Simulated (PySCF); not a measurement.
**Ga⁺ (gallium, charge +1) across methods**

[Ar] 3d10 4s1 4p1, high-spin 3P determinant (an excited configuration). All numbers are calculated (PySCF 2.14, a scalar-relativistic core potential, in aug-cc-pVDZ-PP with ECP10MDF (5s4p3d, 32 functions)).

```
   method  E (hartree)  mean ε 3d β (eV)  mean ε 4s α (eV)  mean ε 4p α (eV)  Σ⟨r²⟩ (bohr²)   ⟨S²⟩
      UHF   -257.91753           -41.497           -22.251           -14.308          27.11  2.001
    B97-3    -259.0217           -32.917           -19.070           -11.512          26.74  2.000
BHandHLYP    -258.8570           -35.862           -20.309           -12.423          26.78  2.000
      LDA    -258.5541           -29.300           -18.340           -10.626          26.82  2.001
   r2SCAN    -258.8921           -29.578           -18.476           -10.943          26.57  2.002
     BLYP    -258.9665           -29.248           -17.934           -10.387          26.88  2.000
  wB97X-V    -258.9641           -35.139           -21.599           -13.727          26.92  2.001
      PBE    -258.9976           -29.350           -18.049           -10.625          26.90  2.001
     PBE0    -258.9650           -32.636           -19.241           -11.644          26.81  2.001
```

Energies and moments cover only the electrons outside the core potential.
